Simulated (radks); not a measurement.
K, configuration [Ar] 4s1.

Calculated with a radial shooting solver on a logarithmic mesh with Libxc functionals: scalar-relativistic Kohn-Sham, PBEsol, spin-polarised, spherical densities, finite nucleus; open shells are filled with parallel spins first; Fermi nuclear charge, rms radius 3.4349 fm.

Energy parts (eV):
| part | energy |
|---|---|
| total | -16361.939 |
| kinetic | 16457.484 |
| electron-nucleus | -38963.887 |
| Hartree | 7029.884 |
| exchange-correlation | -885.420 |

Orbitals (lengths in bohr, moments of r in powers of bohr; <r^-3> diverges for s and p1/2; r(90%) holds 90 % of the orbital's charge):
\begin{tabular}{lrrrrrr}
orbital & occ. & eigenvalue (eV) & <r> & r(90%) & <r^-3> & <r^4> \\ \hline
1s up & 1 & -3517.106 & 0.08113 & 0.145 & - & 0.0002021 \\
1s down & 1 & -3517.093 & 0.08113 & 0.145 & - & 0.0002021 \\
2s up & 1 & -352.7640 & 0.3881 & 0.605 & - & 0.05691 \\
2s down & 1 & -352.7503 & 0.3881 & 0.605 & - & 0.05691 \\
2p up & 3 & -279.8037 & 0.3508 & 0.580 & 154.7 & 0.04896 \\
2p down & 3 & -279.7912 & 0.3508 & 0.580 & 154.7 & 0.04895 \\
3s up & 1 & -35.1890 & 1.270 & 1.92 & - & 5.836 \\
3s down & 1 & -35.1406 & 1.269 & 1.91 & - & 5.785 \\
3p up & 3 & -18.7336 & 1.438 & 2.25 & 14.40 & 11.32 \\
3p down & 3 & -18.6574 & 1.433 & 2.24 & 14.47 & 11.01 \\
4s up & 1 & -2.5431 & 4.908 & 7.37 & - & 1265 \\
4p up & 0 & -0.9475 & 6.758 & 10.4 & 0.4681 & 4919 \\
\end{tabular}

The highest occupied level is 4s up at -2.543 eV. Spin moment in Bohr magnetons: 1. The electron density at the nucleus is 5198 e/bohr^3 (large components only).
